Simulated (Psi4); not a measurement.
octasulfur (S8), singlet, geometry from GFN2-xTB. Base run: HF/STO-3G run with Psi4 1.11.

The Psi4 input:
```
memory 2 GB

molecule {
0 1
S     1.75411790   -1.78962887    0.07332880
S     1.52958456   -0.06385551    1.13564303
S     1.91565693    1.61650911    0.04727578
S     0.12771566    2.07563782   -0.95606029
S    -1.36295301    1.78306853    0.41879447
S    -2.36887737    0.11051203   -0.23977795
S    -1.52527058   -1.63948521    0.44497305
S    -0.06997411   -2.09275791   -0.92417688
}

set {
  basis sto-3g
}

energy('scf')
print_variables()
```

The base run was repeated with changes; each row names its change, and settings that it needs were set with it.

```
change                               ΔE vs base (µEh)  SCF cycles  basis functions
-----------------------------------  ----------------  ----------  ---------------
base                                              0.0           7               72
guess = modhuckel                                 0.0           8               72
basis_guess = sto-3g                              0.0           1               72
scf_type = dfdirj+cosx                          -7292           8               72
scf_type = pk                                    1308           7               72
level_shift = 0.3                                 0.0           7               72
scf_type = dfdirj+link                          -4856           7               72
df_basis_scf = cc-pvtz-jkfit                     1498           7               72
scf_type = direct                                1308           9               72
df_basis_scf = def2-universal-jkfit               0.0           7               72
guess = huckel                                    0.0           8               72
d_convergence = 1e-4                              0.1           6               72
e_convergence = 1e-4                              0.0           7               72
```
